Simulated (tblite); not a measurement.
Task: Give a GFN2-xTB geometry of InChI=1S/C5H11NOSi/c1-2-4-3-5(7)8(4)6/h4,8H,2-3,6H2,1H3/t4-,8+/m1/s1.

Result: 
```xyz
19
C5H11NOSi angstrom
C     -2.528    0.721    0.096
C     -1.318    0.166    0.842
C     -0.041    0.252    0.016
C     -0.012   -0.655   -1.232
C      1.410   -1.172   -1.104
O      2.114   -1.651   -1.956
Si     1.577   -0.518    0.719
N      2.754    0.624    1.236
H     -2.700    0.166   -0.823
H     -2.370    1.766   -0.160
H     -3.423    0.650    0.711
H     -1.507   -0.876    1.112
H     -1.178    0.726    1.769
H      0.098    1.295   -0.283
H     -0.221   -0.168   -2.184
H     -0.695   -1.499   -1.126
H      1.465   -1.519    1.771
H      3.572    0.302    1.726
H      2.991    1.400    0.638
```

Any rigid rotation of these coordinates is as good. Atoms count from 1 in this order. The C–C distances run from 1.519 Å (C4–C5, drawn single) to 1.543 Å (C3–C4, drawn single), a spread of 0.024 Å. N8 (silicon-bound nitrogen) has angles 119.6°, 119.4° and 110.1°, sum 349.1°, 0.23 Å off the plane of its three neighbours. The 4-membered ring C3–C4–C5–Si7 has internal angles of 73.7° to 98.6° (sum 357°, against 360° for a flat polygon); it is puckered, 0.09 Å rms from its mean plane, widest ring torsion 13°. Si7 (SiH silicon) has angles from 73.7° to 124.4°.

Bonds between heavy atoms (Å): C1–C2 1.526, C2–C3 1.523, C3–C4 1.543, C4–C5 1.519, C5=O6 1.205, C5–Si7 1.944, Si7–N8 1.719, C3–Si7 1.925.

Computed geometry: GFN2-xTB, gas phase.

Point group: C1 (no symmetry element, even within 0.4 Å). Its GFN2-xTB frequencies are all real (lowest 63 cm⁻¹). The numbers are those of one conformer (C1–C2–C3–C4 -67°, C5–Si7–N8–H -101° and 39°, C2–C3–C4–C5 -137°, C3–C4–C5–O6 -159°, C4–C5–Si7–N8 -120°, C2–C3–Si7–C5 131°). 3 starts were optimised and ended at 0.00, 0.36 and 0.39 kcal/mol (GFN2-xTB); the lowest of these is shown.
